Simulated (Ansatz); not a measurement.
Reaction (silylene loss): `[SiH3][SiH2][GeH2][SiH3]` → `[SiH3][GeH2][SiH3]` + `[SiH2]`

Isolated molecules relaxed with PBE0-D4/def2-TZVP in Ansatz; ΔE leaves out vibrations. CCSD(T)/CBS is the MP2 limit (def2-TZVPP, def2-QZVPP) plus CCSD(T) − MP2 in def2-TZVPP, frozen cores. This one scheme is used for every species. Functionals use def2-TZVPP. For Ge outer-core shells are correlated without core-valence functions, which leaves a few kJ/mol of doubt a bond. Scalar relativity is left out up to krypton. Each species was taken in one conformer, which may not be the lowest.

Question: Is it downhill or uphill in electronic energy at CCSD(T)/CBS, and by how much? (Estimate.)

Answer: Ansatz gave: Uphill: ΔE = +58.6 kcal/mol.

Question: What do these levels give: PBE-D4, BLYP-D4, r2SCAN-D4, BHLYP-D4, ωB97X-V, PBE-QIDH, revPBE, PBE0, r2SCAN0, MP2/def2-SVP, CCSD(T)/def2-TZVPP, MP2/CBS(def2)? (Best estimate.)

Answer: The calculation gave: PBE-D4 62.1, BLYP-D4 55.7, r2SCAN-D4 64.2, BHLYP-D4 59.4, ωB97X-V 61.0, PBE-QIDH 62.9, revPBE 56.0, PBE0 61.2, r2SCAN0 63.5, MP2/def2-SVP 58.9, CCSD(T)/def2-TZVPP 57.0, MP2/CBS(def2) 62.4 kcal/mol.

Largest T1 diagnostic among the species: 0.014.

From PBE to PBE0 (25 % exact exchange), in def2-TZVPP and without D4, ΔE moves by +1.6 kcal/mol. At CCSD(T), def2-SVP lies −4.0 kcal/mol from the extrapolated value and def2-TZVPP −1.7 kcal/mol.
